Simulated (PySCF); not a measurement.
C$_{2}$H$_{3}$AlFNO$_{2}$ (SMILES C[O][Al]([F])[N]=C=O), singlet, geometry from GFN2-xTB (such geometries of metal compounds can be far from the true shape), atoms displaced at random by about 0.03 Å a coordinate. Base run: R2SCAN/STO-3G, gradient run with PySCF.

The PySCF input:
```python
from pyscf import gto, scf, dft

mol = gto.M(
    atom='''
Al   -0.456701   -0.521109    0.228414
F    -1.056058   -1.369030    1.459086
N     0.619547    0.825196    0.567322
C     1.262118    1.756264    1.028336
O     1.980295    2.577442    1.380987
O    -0.728699   -1.011299   -1.366971
C    -0.763746   -1.232117   -2.762375
H    -0.336643   -2.179307   -2.979737
H    -1.884464   -1.168699   -3.023580
H    -0.241607   -0.478954   -3.273037
''',
    basis='sto-3g',
    charge=0,
    spin=0,
    verbose=4,
)

mf = dft.RKS(mol)
mf.xc = 'r2scan'
mf.kernel()
g = mf.nuc_grad_method()
grad = g.kernel()
```

The coordinate followed is y of atom 7.

Variants of this job, named by their change:

| change | dE/dx (Eh/bohr) | net force (Eh/bohr) |
|---|---|---|
| base | -0.019805 | 0.007113 |
| finite difference step (bohr) = 1e-5; conv_tol = 1e-11 | -0.019675 | - |
| grids.level = 1; grid_response = on | -0.019773 | 0.000000 |
| conv_tol = 1e-4 | -0.019806 | 0.007123 |
| grid_response = on | -0.019675 | 0.000000 |
| grids.level = 0; grid_response = off | -0.020930 | 0.106928 |
| grids.level = 1; grid_response = off | -0.020157 | 0.007734 |
| conv_tol = 1e-11 | -0.019805 | 0.007113 |
| grids.level = 5; grid_response = on | -0.019681 | 0.000000 |
| grids.level = 5; grid_response = off | -0.019671 | 0.001012 |
| finite difference step (bohr) = 0.2; conv_tol = 1e-11 | -0.024104 | - |
| finite difference step (bohr) = 0.01; conv_tol = 1e-11 | -0.019686 | - |

The net force is zero for an exact gradient.
